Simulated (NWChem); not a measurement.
SnCl2, singlet; SMILES [Sn]([Cl])[Cl]

Results from NWChem. Low-valent species are run as closed-shell singlets; no triplet was tried in these runs. Coordinates come from a PBE-D3(BJ)/def2-SVP optimisation. def2 effective core potentials on Sn; no spin-orbit coupling. LC-ωPBE (HJS hole) with def2-SVP; x = 1 − exp(−ω/0.25 bohr⁻¹) is a scale chosen for this fit.

| row | x | −ε(HOMO) (eV) |
|---|---|---|
| ω = 0.10 | 0.330 | 8.20 |
| ω = 0.20 | 0.551 | withheld |
| ω = 0.30 | 0.699 | 9.92 |
| ω = 0.40 | 0.798 | 10.38 |

Task: Fit a straight line of the last column on the one before it, predict the withheld value, and compare with the run.

Result: 
1. Means of the 3 shown rows: x = 0.6090, y = 9.500. Slope Σ(x − x̄)(y − ȳ)/Σ(x − x̄)² = 0.5668/0.1217 = 4.659; intercept 6.663.
2. The shown rows scatter about the line by 0.001 (root mean square); the largest residual is 0.00, at ω = 0.40.
3. At x = 0.551 (ω = 0.20; inside the shown range) the line gives 9.23.
4. The run gives 9.23, 0.00 from the line.
